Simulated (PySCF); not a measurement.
# 19F chemical shifts

Averaged over atoms made equivalent by symmetry, fast rotation or ring inversion, a single conformation, relativity neglected, no solvent. Shieldings: GIAO PBE0/pcSseg-1; geometry: GFN2-xTB; PySCF.

Shieldings were converted by a linear fit to measured shifts: 19F: δ = 146.13 − 0.903σ +14.6 on sp3 carbon (rms 6.0 ppm, 223 shifts, 7.0 ppm with the 5 outliers that the fit left out vs CFCl3, solution or neat liquid). Occasional misses reach two or three times the rms, and more in compound classes unlike the fitted ones.

(1) Give the 19F shifts of `C/C=C(\Cl)C(F)(F)F`, `FC(F)(F)c1csc(=S)s1`, `FC(F)(F)C1(Cl)CC1`.

(2) Match the shifts 52.6, -66.7, -77.4, -145.9, -171.1 ppm to `FC(F)(F)[SiH2]O[SiH2]O[SiH3]`, `N#C[C@@H]1/C=C\C[C@@H](F)/C=C\C1`, `O=C(F)C#CC(=O)F`, `N[SiH2]N(C=O)CC(F)(F)F`, `Cc1cnn(C)c1F`.

Results:

(1) 
| compound | environment | δ (ppm) |
| --- | --- | --- |
| C/C=C(\Cl)C(F)(F)F | fluorine of a CF3 group (×3) | -69.7 |
| FC(F)(F)c1csc(=S)s1 | fluorine of a CF3 group (×3) | -60.9 |
| FC(F)(F)C1(Cl)CC1 | fluorine of a CF3 group (×3) | -73.2 |

(2) 52.6: O=C(F)C#CC(=O)F (fluorine bonded to C); -66.7: FC(F)(F)[SiH2]O[SiH2]O[SiH3] (fluorine of a CF3 group); -77.4: N[SiH2]N(C=O)CC(F)(F)F (fluorine of a CF3 group); -145.9: Cc1cnn(C)c1F (aryl fluorine); -171.1: N#C[C@@H]1/C=C\C[C@@H](F)/C=C\C1 (fluorine on an sp3 carbon).
